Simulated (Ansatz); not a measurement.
## Worked example: vertical energy of the triplet above the singlet of PbTe (SMILES [Te][Pb])

PbTe: 2 atoms, total charge 0, spin state singlet. SMILES: `[Te][Pb]`. Geometry: relaxed at PBE0-D4/def2-TZVP.

```xyz
2

Te    0.0000    0.0000   -0.0090
Pb    0.0000    0.0000    2.5809
```

Both states at this one shape; open shells run unrestricted unless said. 1 Eh = 27.2114 eV.

| level | program | singlet PbTe (Eh) | triplet PbTe (Eh) |
| --- | --- | --- | --- |
| SVWN5/def2-TZVPP (core potential) | Ansatz | -460.336550 | -460.252979 |
| B3LYP/def2-TZVPP (core potential) | Ansatz | -461.120740 | -461.046295 |
| BHLYP/def2-TZVPP (core potential) | Ansatz | -460.781195 | -460.715951 |
| RPA@PBE/def2-TZVPP (core potential), 8 core orbitals frozen | Ansatz | -459.920810 | -459.846838 |

Task: Work out the vertical gap, second state less first, at each level.

Result: 
1. SVWN5/def2-TZVPP (core potential): -460.252979 − (-460.336550) = 0.083571 Eh = 2.27 eV.
2. B3LYP/def2-TZVPP (core potential): -461.046295 − (-461.120740) = 0.074445 Eh = 2.03 eV.
3. BHLYP/def2-TZVPP (core potential): -460.715951 − (-460.781195) = 0.065244 Eh = 1.78 eV.
4. RPA@PBE/def2-TZVPP (core potential): -459.846838 − (-459.920810) = 0.073972 Eh = 2.01 eV.

No measured value is set beside it here; the levels span 1.78 to 2.27 eV. Spin-orbit coupling is left out.
